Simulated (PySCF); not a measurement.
Molecule: SMILES C=C(OC)O[SiH3], C3H8O2Si.

Atoms are numbered as in `[CH2:1]=[C:2]([O:3][CH3:4])[O:5][SiH3:6]`; H(Xn) means a hydrogen on atom n. Ha(C1) is cis to O3; Hb(C1) is trans to O3.

Geometry PBE0-D3(BJ)/def2-SVP throughout; GIAO in PySCF, gas phase, one conformer, non-relativistic; equivalent atoms averaged; basis pcSseg-1.

Problem. How do the absolute shieldings σ depend on the functional? (a selection of nuclei; ppm; last column core-seconds on 1 thread of an x86-64 server CPU, shared host; the GGAs took longer than the global hybrids here, which isn't the general rule, and the cause wasn't traced)

Solution. 
```tsv
functional	kind	C2	C1	C4	O3	O5	Si6	H(Si6)	H(C4)	Ha(C1)	core-s
HF	Hartree–Fock	23.0	129.1	140.9	249.2	250.7	434.5	27.41	28.28	28.55	8.3
LDA	LDA	9.3	121.8	124.3	205.7	213.0	354.2	25.70	27.22	27.86	23
PBE	GGA	13.7	123.8	124.4	203.0	212.6	374.6	26.30	27.65	28.30	32
BLYP	GGA	6.6	119.3	119.0	199.8	208.5	369.6	26.61	27.80	28.53	30
BP86	GGA	13.0	123.4	123.7	203.6	212.4	373.3	26.40	27.71	28.37	32
OPBE	GGA	27.5	130.0	131.5	207.6	219.5	396.2	26.38	27.74	28.26	32
KT2	GGA	22.7	132.1	128.4	207.2	216.2	397.9	26.33	27.66	28.36	22
KT3	GGA	24.9	130.8	128.3	206.3	217.0	406.1	26.66	27.84	28.50	21
B97-D	GGA	16.6	124.4	123.9	206.0	215.6	389.2	26.73	27.86	28.54	20
B3LYP	global hybrid	9.2	120.2	124.1	211.4	218.4	380.9	26.74	27.87	28.45	12
PBE0	global hybrid	16.5	124.9	130.1	216.5	224.1	389.0	26.53	27.78	28.25	12
mPW1PW91	global hybrid	15.5	123.7	129.1	215.9	223.4	387.6	26.63	27.84	28.30	12
```

Problem. Which nucleus among those listed moves most, in ppm?

Solution. Si6 (silicon bonded to O, 3 H): from 354.2 ppm with LDA to 434.5 ppm with HF. The smallest spread is 0.69 ppm, at Ha(C1). Proton shifts span only some 12 ppm, so a few tenths of a ppm matter as much there as several ppm in carbon.
